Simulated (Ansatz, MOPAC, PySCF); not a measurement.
Species: SiH (charge 0, doublet). SMILES: [SiH]
Geometry from a B3LYP-D3(BJ)/def2-TZVP (Ansatz, a first-principles code) optimisation:
```xyz
2

Si     0.0000     0.0000    -0.1020
H      0.0000     0.0000     1.4276
```
Charge 0, spin multiplicity 2.

Unscaled harmonic wavenumbers (cm⁻¹) in rising order, each level at the stationary point that it reaches from this structure (no distance between atoms moves by over 0.3 Å); the order of modes can differ between levels, and a negative number is imaginary. B3LYP-D3(BJ)/def2-TZVP (PySCF, at the structure above): 2007.

PM6 (MOPAC): 1981. Zero-point energy 2.8 against 2.9 kcal/mol; where all levels lie over 400 cm⁻¹, the wavenumbers are on average 0.987 times those of B3LYP-D3(BJ)/def2-TZVP.

HF/3-21G (Ansatz): 2028. Zero-point energy 2.9 against 2.9 kcal/mol; where all levels lie over 400 cm⁻¹, the wavenumbers are on average 1.010 times those of B3LYP-D3(BJ)/def2-TZVP.
